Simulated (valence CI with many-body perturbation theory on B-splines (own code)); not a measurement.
Tb²³⁺: key properties

Level of theory: valence CI with perturbative core correlation (CI+MBPT): six valence electrons over a frozen Dirac-Fock core [Kr], radial functions for each j: 7 s, 7 p, 8 d, 6 f, 4 g, 1 h, with the one-electron correlation potential Σ1, the two-electron term Σ2, the three-electron term Σ3, Breit, model QED; selected CI, second order for the rest, scaled by the run's own slope (own B-spline code, finite nucleus).

No measured spectrum was set against this ion. As an estimate, terms of the open shell hold to 2 to 4 % of their energy, and close levels can change places. Core correlation moves these levels by up to 9000 cm⁻¹, and in measured spectra 5 to 20 % of such shifts remained as error; rates that hang on mixing are uncertain with them. Among the levels kept, up to 860 cm⁻¹ of a level comes from second order outside the variational space, and about a tenth of that is noise between levels of different J, which matters for small intervals. Only levels of the ground parity were solved; by the run's estimate the other parity begins above the list, which can be wrong where configurations are misplaced.

Levels are named by their leading jj configuration (3d3/2^4 stands for four electrons in 3d with j = 3/2), which in mixed levels can hold well under half, so a name can repeat and another be missing.

Rates and lifetimes use the calculated energies. Strong lines usually hold to 10 to 20 %, long lifetimes can be off by a factor of two.

Task: What is the ground level?

Result: (4d3/2^4 4d5/2^2) J=4, composition 54 % 4d⁶ ⁵D + 31 % 4d⁶ ³F + 7 % 4d⁶ ¹G, g = 1.347.

Task: Name the longest-lived excited levels whose lifetime is computed, and their main decay.

Result: (4d3/2^4 4d5/2^2) J=2 at 2.088 eV lives 605 s, mostly by E2 to (4d3/2^4 4d5/2^2) J=4; (4d3/2^4 4d5/2^2) J=0 at 5.553 eV lives 16.1 s, mostly by E2 to (4d3/2^4 4d5/2^2) J=2. The lifetime of (4d3/2^3 4d5/2^3) J=6 is too uncertain to give, and may be longer.

Task: How well does LS coupling describe the low levels?

Result: Among the lowest 20 levels the leading LS term, summed over configurations, holds 52 % on average. For single configurations the figures are 51 % in LS and 80 % in jj coupling. Terms mix most in the J = 4 level at 7.342 eV, where the leading one holds 31 %.

Task: What is the ionisation energy?

Result: 774.11 eV; NIST lists 772 ± 4 eV (theoretical).
